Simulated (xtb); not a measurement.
C₆H₁₈Si₂, triplet, at a GFN2-xTB geometry of the parent state (a higher spin typed on purpose: for a closed-shell molecule this is an excited state); GFN1-xTB (xtb).

The xtb input:
```
$ xtb mol.xyz --gfn 1 --chrg 0 --uhf 2 --json

# file mol.xyz
26

C     -1.79159512    -0.93833522    -1.43386400
Si    -1.06917934    -0.43040656     0.29206537
C     -2.05352088     1.17845297     0.74075825
C     -2.19415968    -1.69311633     1.38783223
Si     1.06917934     0.43040656    -0.29206537
C      1.79159512     0.93833522     1.43386400
C      2.19415968     1.69311633    -1.38783223
C      2.05352088    -1.17845297    -0.74075825
H     -1.34065649    -1.86662374    -1.77694072
H     -1.58347434    -0.18401365    -2.18775524
H     -2.86840908    -1.09220699    -1.40919480
H     -3.13103171     1.02806535     0.72642940
H     -1.78877979     1.52137041     1.73833907
H     -1.82434390     1.98784441     0.05298029
H     -3.26341194    -1.60467754     1.18361219
H     -1.91785052    -2.73175231     1.20052682
H     -2.05747268    -1.51800319     2.45594903
H      2.86840908     1.09220699     1.40919480
H      1.34065649     1.86662374     1.77694072
H      1.58347434     0.18401365     2.18775524
H      2.05747268     1.51800319    -2.45594903
H      1.91785052     2.73175231    -1.20052682
H      3.26341194     1.60467754    -1.18361219
H      1.78877979    -1.52137041    -1.73833907
H      1.82434390    -1.98784441    -0.05298029
H      3.13103171    -1.02806535    -0.72642940
```

It wrote (shortened):

```
   ID    Z sym.   atoms
    1    6 C      1, 3, 4, 6-8
    2   14 Si     2, 5
    3    1 H      9-26

           -------------------------------------------------
          |                Calculation Setup                |
           -------------------------------------------------

           -------------------------------------------------
          |                 G F N 1 - x T B                 |
           -------------------------------------------------

          ...................................................
          :                      SETUP                      :
          :.................................................:
          :  # basis functions                  80          :
          :  # atomic orbitals                  78          :
          :  # shells                           54          :
          :  # electrons                        50          :
          :  # halogen bonds                     0          :
          :  max. iterations                   250          :
          :  Hamiltonian                  GFN1-xTB          :
          :  restarted?                      false          :
          :  GBSA solvation                  false          :
          :  PC potential                    false          :
          :  electronic temp.          300.0000000     K    :
          :  accuracy                    1.0000000          :
          :  -> integral cutoff          0.2500000E+02      :
          :  -> integral neglect         0.1000000E-07      :
          :  -> SCF convergence          0.1000000E-05 Eh   :
          :  -> wf. convergence          0.2000000E-04 e    :
          :  Broyden damping             0.4000000          :
          :  net charge                          0          :
          :  unpaired electrons                  2          :
          ...................................................

 iter      E             dE          RMSdq      gap      omega  full diag
   1    -26.2772586 -0.262773E+02  0.769E+00    2.03       0.0  T
   2    -26.2866209 -0.936223E-02  0.469E+00    1.99       1.0  T
   3    -26.2871059 -0.485037E-03  0.323E-01    1.98       1.0  T
   4    -26.2877352 -0.629265E-03  0.699E-02    2.00       1.0  T
   5    -26.2878245 -0.893743E-04  0.199E-02    1.99       1.0  T
   6    -26.2878269 -0.240337E-05  0.690E-03    1.99       2.8  T
   7    -26.2878271 -0.178726E-06  0.292E-03    1.99       6.7  T
[...]
         :: total energy             -25.944516140533 Eh    ::
[...]
     #   Z sym  total        # sym  WBO       # sym  WBO       # sym  WBO
 ---------------------------------------------------------------------------
     1   6 C    3.954 --    10 H    0.953     9 H    0.952    11 H    0.942
                             2 Si   0.939
     2  14 Si   4.265 --     4 C    0.961     3 C    0.940     1 C    0.939
                             5 Si   0.903
     3   6 C    3.954 --    14 H    0.953    13 H    0.952    12 H    0.942
                             2 Si   0.940
     4   6 C    3.930 --     2 Si   0.961    16 H    0.956    17 H    0.956
                            15 H    0.949
     5  14 Si   4.265 --     7 C    0.961     8 C    0.940     6 C    0.939
                             2 Si   0.903
     6   6 C    3.954 --    20 H    0.953    19 H    0.952    18 H    0.942
                             5 Si   0.939
     7   6 C    3.930 --     5 Si   0.961    22 H    0.956    21 H    0.956
                            23 H    0.949
     8   6 C    3.954 --    25 H    0.953    24 H    0.952    26 H    0.942
                             5 Si   0.940
     9   1 H    1.002 --     1 C    0.952
    10   1 H    1.008 --     1 C    0.953
    11   1 H    1.000 --     1 C    0.942
    12   1 H    1.000 --     3 C    0.942
    13   1 H    1.002 --     3 C    0.952
    14   1 H    1.008 --     3 C    0.953
    15   1 H    1.000 --     4 C    0.949
    16   1 H    1.008 --     4 C    0.956
    17   1 H    1.009 --     4 C    0.956
    18   1 H    1.000 --     6 C    0.942
    19   1 H    1.002 --     6 C    0.952
    20   1 H    1.008 --     6 C    0.953
    21   1 H    1.009 --     7 C    0.956
    22   1 H    1.008 --     7 C    0.956
    23   1 H    1.000 --     7 C    0.949
    24   1 H    1.002 --     8 C    0.952
    25   1 H    1.008 --     8 C    0.953
    26   1 H    1.000 --     8 C    0.942
 ---------------------------------------------------------------------------

Topologies differ in total number of bonds
Writing topology from bond orders to xtbtopo.mol

 dipole moment from electron density (au)
     X       Y       Z
  -0.0000   0.0000   0.0000  total (Debye):    0.000

           -------------------------------------------------
          | TOTAL ENERGY              -25.944516140533 Eh   |
          | GRADIENT NORM               0.054709372217 Eh/α |
          | HOMO-LUMO GAP               1.989994753867 eV   |
           -------------------------------------------------

normal termination of xtb
```
